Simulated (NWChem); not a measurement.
System: BNH2Cl2; SMILES NB(Cl)Cl

```xyz
6

B      0.0000     0.0000    -0.3475
Cl     1.5354     0.0000     0.5451
Cl    -1.5354     0.0000     0.5451
N      0.0000     0.0000    -1.7448
H     -0.8610     0.0000    -2.2911
H      0.8610     0.0000    -2.2911
```
Atoms are numbered in this order, from 1.

All runs: NWChem. Pople sets run with spherical d functions. All runs use the structure optimised with PBE-D3(BJ)/def2-SVP.

For level TPSS/6-31+G*:

highest occupied level (eV): -7.28
orbital gap (eV): 6.52
dipole (D): 3.04

Problem. Estimate the same quantities for level TPSS/STO-3G.

Solution. The highest occupied level (eV) comes out as -5.32, the orbital gap (eV) is 7.06 and the dipole (D) is 3.77.
